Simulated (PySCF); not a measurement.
## Correlation energy of O³⁺ (oxygen, charge +3)

[He] 2s2 2p1, 2P determinant. Computed with PySCF 2.14 in ANO-RCC-VTZP (4s3p2d1f, 30 functions), with the spin-free X2C one-electron Hamiltonian (Gaussian nucleus). Frozen: nothing; 5 electrons correlated.

```csv
level,correlation energy (mhartree)
CCSD,-92.83
(T),-0.96
CCSD(T),-93.79
CCSDT,-94.00
```

Diagnostics: T1 = 0.0042, D1 = 0.0104, largest double amplitude 0.135.

Is a single reference adequate?

Mostly. T1 lies below 0.03, but a double amplitude of this size points to a near-degeneracy that CCSD handles and MP2 describes poorly.
